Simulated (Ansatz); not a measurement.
[Yb(H2O)6]3+ (YbO6H12³⁺), relaxed as a doublet with UKS PBE-D4/def2-SVP in Ansatz, starting from the GFN2-xTB geometry. Force threshold 0.03 eV/Å.

In the def2 sets Yb takes a core potential; there is no spin–orbit coupling. With an open 4f shell the SCF may have ended on a state above the lowest.

Start:

Cartesian coordinates in Å:
```
Yb 0.002 0.000 0.002
O -1.712 1.415 -0.659
H -1.699 2.130 -1.329
H -2.638 1.453 -0.340
O 1.716 -1.416 0.660
H 2.646 -1.444 0.352
H 1.698 -2.143 1.318
O 0.614 1.518 1.645
H 0.221 2.390 1.856
H 1.333 1.452 2.307
O -0.610 -1.519 -1.640
H -1.339 -1.463 -2.292
H -0.204 -2.383 -1.863
O 1.439 1.044 -1.489
H 1.631 0.816 -2.422
H 2.012 1.826 -1.348
O -1.447 -1.040 1.485
H -2.031 -1.813 1.336
H -1.633 -0.823 2.422
```

| step | energy (eV) | largest force component (eV/Å) | SCF passes |
| --- | --- | --- | --- |
| 1 | -43984.9167 | 0.416 | 82 |
| 2 (rejected) | -43984.2451 | 2.029 | 50 |
| 3 | -43984.9543 | 0.237 | 44 |
| 4 | -43984.9657 | 0.120 | 40 |
| 5 | -43984.9673 | 0.049 | 36 |
| 6 | -43984.9677 | 0.042 | 33 |
| 7 | -43984.9686 | 0.016 | 37 |

Force components are those of the run's own axes.

End:

```tsv
atom	x (Å)	y (Å)	z (Å)
Yb1	0.0014	-0.0013	-0.0012
O2	-1.7033	1.3874	-0.6752
H3	-1.6719	2.1238	-1.3318
H4	-2.6205	1.4286	-0.3122
O5	1.7066	-1.3852	0.6793
H6	2.6253	-1.4251	0.3194
H7	1.6753	-2.1199	1.3377
O8	0.6199	1.5129	1.6149
H9	0.1969	2.3751	1.8427
H10	1.3300	1.4077	2.2928
O11	-0.6228	-1.5134	-1.6172
H12	-1.3353	-1.4075	-2.2927
H13	-0.2024	-2.3767	-1.8458
O14	1.4459	1.0158	-1.4727
H15	1.6084	0.7993	-2.4219
H16	1.9921	1.8228	-1.3139
O17	-1.4449	-1.0183	1.4694
H18	-1.9928	-1.8240	1.3096
H19	-1.6080	-0.8020	2.4186
```

By distances, no bond broke or formed. The bond that changes most is Yb1–O14, from 2.32 to 2.30 Å (atoms count from 1).

No frequencies were taken in this run, so the end may be a saddle point.

Hardware: 4 threads of Intel Xeon on a shared host. Wall time 1.7 min.
